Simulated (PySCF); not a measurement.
**Telling isomers of C7H10F2 apart by NMR**

Calculated, not measured (PySCF 2.14): shieldings: GIAO PBE0/pcSseg-1, PBE0-D3(BJ)/def2-SVP structure. Relativity neglected, isolated molecule, equivalent nuclei averaged, one computed conformer.

Scale: 1H and 13C vs TMS (reference shieldings calculated alike). Splittings of carbon signals by F and P are missing where no couplings were computed. Where no couplings were computed, multiplicities follow the n + 1 count of equivalent neighbours, and m marks all less simple cases (inequivalent or close neighbours, rings, F or P nearby). Shifts are as computed. Against solution values, carbons near 30 ppm lie about +2 ppm off and those near 130 ppm about +5 ppm. Of 1309 compounds with measured shifts, 239 miss one by over three times the rms of a fit or turn the order of signals round; such compounds aren't used in these exercises.

(1) Tabulate the signals of `CC/C=C(/C=C/F)CF`, `FC(F)[C@@]12CCC[C@@H]1C2` and their relative energies.

(2) What is the quickest way to tell CC/C=C(/C=C/F)CF from FC(F)[C@@]12CCC[C@@H]1C2?

Results:

(1) 
```tsv
SMILES	carbon types	δC	δH	E rel. (kcal/mol)
CC/C=C(/C=C/F)CF	1×C 3×CH 2×CH2 1×CH3	161.5, 143.5, 136.6, 121.0, 78.5, 25.4, 16.5	7.35 (m, 1H), 5.97 (m, 1H), 5.66 (m, 1H), 5.10 (m, 2H), 2.19 (m, 2H), 0.94 (t, 3H)	26.5
FC(F)[C@@]12CCC[C@@H]1C2	1×C 2×CH 4×CH2	123.2, 31.7, 29.6, 25.4, 22.6, 22.5, 11.7	5.18 (m, 1H), 2.02 (m, 1H), 1.71 (m, 1H), 1.69 (m, 1H), 1.66 (m, 1H), 1.52 (m, 1H), 1.11 (m, 1H), 1.03 (m, 1H), 0.61 (m, 1H), 0.40 (m, 1H)	0.0
```

Energies are electronic energies at PBE0/pcSseg-1 on these geometries, without zero-point or thermal terms, each for the one conformer computed, which needn't be the lowest.

(2) Both give the same number of carbon signals, but DEPT or the intensities differ. The first has a fully substituted alkene carbon (C) at 136.6 ppm, the second a three-membered-ring carbon (C) at 31.7 ppm. Their most deshielded carbons lie at 161.5 and 123.2 ppm. In the proton spectra the most deshielded non-exchanging signals are 7.35 (m, 1H) and 5.18 (m, 1H).
